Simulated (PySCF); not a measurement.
# `CS[Si](SC)(SC)SC`, C$_{4}$H$_{12}$S$_{4}$Si

Cartesian coordinates in Å; atom numbers follow the order of the lines, from 1:
```xyz
21

Si   -0.004   -0.016    0.007
S     0.049   -0.023    2.162
C     1.127   -1.463    2.428
H     0.683   -2.339    1.966
H     1.200   -1.597    3.502
H     2.105   -1.259    2.004
S     2.022   -0.060   -0.727
C     1.685   -0.187   -2.509
H     1.153   -1.112   -2.706
H     2.650   -0.192   -3.004
H     1.100    0.669   -2.829
S    -1.039    1.760   -0.640
C    -0.083    3.008    0.272
H    -0.194    2.834    1.337
H    -0.498    3.972   -0.001
H     0.961    2.950   -0.021
S    -1.047   -1.733   -0.772
C    -2.728   -1.349   -0.194
H    -2.730   -1.272    0.889
H    -3.358   -2.172   -0.515
H    -3.056   -0.420   -0.647
```

Computed, not measured: GIAO B3LYP/def2-SVP magnetisability, rotational g tensor and spin-rotation constants, non-relativistic, gas phase (PySCF). Geometry: GFN2-xTB.

**Question.** How diamagnetic is it, and how anisotropic?

**Answer.** Isotropic -2422 × 10⁻³⁰ J/T², or -145.9 × 10⁻⁶ cm³/mol; principal values -2441, -2434, -2392 × 10⁻³⁰ J/T², anisotropy 45 × 10⁻³⁰ J/T² (root of half the summed squared differences of the principal values). The susceptibility is in cgs units.

**Question.** Split it along the inertial axes a, b, c into diamagnetic and paramagnetic parts about the centre of mass, with the quadrupole moment.

**Answer.** 
| axis | χ (10⁻⁶ cm³/mol) | diamagnetic (10⁻⁶ cm³/mol) | paramagnetic (10⁻⁶ cm³/mol) | summed x² of all electrons (Å²) | quadrupole Θ (D Å) |
| --- | --- | --- | --- | --- | --- |
| a | -144.1 | -1927.5 | 1783.4 | 263.9 | +4.72 |
| b | -146.9 | -2076.3 | 1929.4 | 228.8 | -2.10 |
| c | -146.6 | -2090.6 | 1944.0 | 225.5 | -2.62 |

Anisotropies 2χaa − χbb − χcc = +5.4 and 2χbb − χaa − χcc = -3.2 × 10⁻⁶ cm³/mol. Θ is traceless in Buckingham's convention.

**Question.** And the rotational g tensor?

**Answer.** 
| axis | rotational constant (GHz) | g | nuclear part | electronic part |
| --- | --- | --- | --- | --- |
| a | 0.6754 | -0.0057 | 0.5602 | -0.5658 |
| b | 0.6283 | -0.0032 | 0.5663 | -0.5695 |
| c | 0.6240 | -0.0032 | 0.5666 | -0.5699 |

Asymmetric top; isotopes 12C, 1H, 32S, 28Si; no vibrational averaging.
